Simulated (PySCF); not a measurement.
H3Si2 (SMILES [SiH][SiH2]), doublet, geometry from GFN2-xTB; CCSD(T)/6-31G* in PySCF.

PySCF was given this input:
```python
from pyscf import gto, scf, cc

mol = gto.Mole()
mol.atom = '''
    Si    1.035832   -0.574106    0.027596
    Si   -0.912794    0.450809   -0.023222
    H     2.015103    0.574737    0.020044
    H    -1.726506    1.690621   -0.060588
    H    -2.011135   -0.539201   -0.020689
'''
mol.basis = '6-31g*'
mol.charge = 0
mol.spin = 1
mol.verbose = 4
mol.build()

mf = scf.UHF(mol)
mf.kernel()

mycc = cc.CCSD(mf, frozen=10)
mycc.kernel()
et = mycc.ccsd_t()
print('E(CCSD(T)) = %.10f' % (mycc.e_tot + et))
```

What the program printed (banner, timings and long lists left out):

```
PySCF version 2.14.0

[INPUT] verbose = 4
[INPUT] num. atoms = 5
[INPUT] num. electrons = 31
[INPUT] charge = 0
[INPUT] spin (= nelec alpha-beta = 2S) = 1
[INPUT] symmetry False subgroup None
[INPUT] Mole.unit = angstrom
[INPUT] Symbol           X                Y                Z      unit          X                Y                Z       unit  Magmom
[INPUT]  1 Si     1.035832000000  -0.574106000000   0.027596000000 AA    1.957438791060  -1.084903106470   0.052148882133 Bohr   0.0
[INPUT]  2 Si    -0.912794000000   0.450809000000  -0.023222000000 AA   -1.724930668146   0.851905544489  -0.043883220065 Bohr   0.0
[INPUT]  3 H      2.015103000000   0.574737000000   0.020044000000 AA    3.807992782789   1.086095523654   0.037877670441 Bohr   0.0
[INPUT]  4 H     -1.726506000000   1.690621000000  -0.060588000000 AA   -3.262623492418   3.194810670438  -0.114494726435 Bohr   0.0
[INPUT]  5 H     -2.011135000000  -0.539201000000  -0.020689000000 AA   -3.800494349527  -1.018942216092  -0.039096543791 Bohr   0.0

nuclear repulsion = 69.5369234639368
number of shells = 22
number of NR pGTOs = 114
number of NR cGTOs = 42
basis = 6-31g*
ecp = {}

******** <class 'pyscf.scf.uhf.UHF'> ********
method = UHF
initial guess = minao
damping factor = 0
level_shift factor = 0
DIIS = <class 'pyscf.scf.diis.CDIIS'>
diis_start_cycle = 1
diis_space = 8
diis_damp = 0
SCF conv_tol = 1e-09
SCF conv_tol_grad = None
SCF max_cycles = 50
direct_scf = True
direct_scf_tol = 1e-13
number electrons alpha = 16  beta = 15
Set gradient conv threshold to 3.16228e-05
init E= -579.24299505668

cycle= 1 E= -579.439147081612  delta_E= -0.196  |g|= 0.146  |ddm|= 1.37
cycle= 2 E= -579.463395300697  delta_E= -0.0242  |g|= 0.0428  |ddm|= 0.294
cycle= 3 E= -579.466114348927  delta_E= -0.00272  |g|= 0.0163  |ddm|= 0.109
cycle= 4 E= -579.466860127812  delta_E= -0.000746  |g|= 0.00825  |ddm|= 0.0585
cycle= 5 E= -579.467170299574  delta_E= -0.00031  |g|= 0.00568  |ddm|= 0.0369
cycle= 6 E= -579.467440999827  delta_E= -0.000271  |g|= 0.00257  |ddm|= 0.0516
cycle= 7 E= -579.467490434481  delta_E= -4.94e-05  |g|= 0.000746  |ddm|= 0.0272
cycle= 8 E= -579.467492836001  delta_E= -2.4e-06  |g|= 0.000322  |ddm|= 0.00511
cycle= 9 E= -579.467493331422  delta_E= -4.95e-07  |g|= 0.000189  |ddm|= 0.00251
cycle= 10 E= -579.467493569603  delta_E= -2.38e-07  |g|= 8.75e-05  |ddm|= 0.00214
cycle= 11 E= -579.467493622409  delta_E= -5.28e-08  |g|= 3.69e-05  |ddm|= 0.00113
cycle= 12 E= -579.467493630644  delta_E= -8.23e-09  |g|= 9.76e-06  |ddm|= 0.000451
cycle= 13 E= -579.467493630995  delta_E= -3.51e-10  |g|= 2.69e-06  |ddm|= 7.29e-05
Extra cycle  E= -579.467493631007  delta_E= -1.26e-11  |g|= 1.53e-06  |ddm|= 7.02e-06
converged SCF energy = -579.467493631007  <S^2> = 0.7653756  2S+1 = 2.0153169

******** <class 'pyscf.cc.uccsd.UCCSD'> ********
CC2 = 0
CCSD nocc = (np.int64(6), np.int64(5)), nmo = (32, 32)
frozen orbitals 10
max_cycle = 50
direct = 0
conv_tol = 1e-07
conv_tol_normt = 1e-06
diis_space = 6
diis_start_cycle = 0
diis_start_energy_diff = 1e+09
Init t2, MP2 energy = -0.139172937988265
Init E_corr(UCCSD) = -0.139172937991082
cycle = 1  E_corr(UCCSD) = -0.164958257497865  dE = -0.0257853195  norm(t1,t2) = 0.0786357
cycle = 2  E_corr(UCCSD) = -0.172534253154868  dE = -0.00757599566  norm(t1,t2) = 0.0324462
cycle = 3  E_corr(UCCSD) = -0.17729779406997  dE = -0.00476354092  norm(t1,t2) = 0.0168115
cycle = 4  E_corr(UCCSD) = -0.177249259312174  dE = 4.85347578e-05  norm(t1,t2) = 0.0046675
cycle = 5  E_corr(UCCSD) = -0.177165295877352  dE = 8.39634348e-05  norm(t1,t2) = 0.00230735
cycle = 6  E_corr(UCCSD) = -0.177204456181453  dE = -3.91603041e-05  norm(t1,t2) = 0.000961933
cycle = 7  E_corr(UCCSD) = -0.177198006844349  dE = 6.4493371e-06  norm(t1,t2) = 0.000348764
cycle = 8  E_corr(UCCSD) = -0.177199842321507  dE = -1.83547716e-06  norm(t1,t2) = 0.000143121
cycle = 9  E_corr(UCCSD) = -0.177199274277098  dE = 5.68044409e-07  norm(t1,t2) = 5.43664e-05
cycle = 10  E_corr(UCCSD) = -0.177198956815195  dE = 3.17461903e-07  norm(t1,t2) = 2.16161e-05
cycle = 11  E_corr(UCCSD) = -0.177198404288953  dE = 5.52526241e-07  norm(t1,t2) = 8.72317e-06
cycle = 12  E_corr(UCCSD) = -0.177198180454933  dE = 2.23834021e-07  norm(t1,t2) = 3.79226e-06
cycle = 13  E_corr(UCCSD) = -0.177198148417991  dE = 3.20369421e-08  norm(t1,t2) = 1.93633e-06
cycle = 14  E_corr(UCCSD) = -0.177198188838835  dE = -4.04208448e-08  norm(t1,t2) = 9.57245e-07
UCCSD converged
E(UCCSD) = -579.6446918198462  E_corr = -0.1771981888388354
UCCSD(T) correction = -0.00592462965839052
E(CCSD(T)) = -579.6506164495
```
